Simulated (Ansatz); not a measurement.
## Ansatz (development build ahead of 0.2.0) run

```yaml
crystal:
  periodic: [false, false, false]
  atoms:
    - { symbol: Yb, position_ang: [0.0, 0.0, 0.0] }
    - { symbol: O, position_ang: [0.0, 0.0, 1.793] }
basis:
  gaussian: { orbitals: def2-TZVPP }
magnetization:
  spin_polarized: true
  initial_magnetization: 2
hamiltonian:
  xc: pbe
```

The input is written out in the form of the current development build from the run's settings. The basis set brings a core potential for Yb, so the total leaves out those core electrons.

The run gave:

| Quantity | Value |
| --- | --- |
| Converged | yes |
| Total energy | -1234.78097 hartree |
| Spin squared of the determinant | 2.002 |
| Stability test | minimum |

Caution: other spin multiplicities were not run.
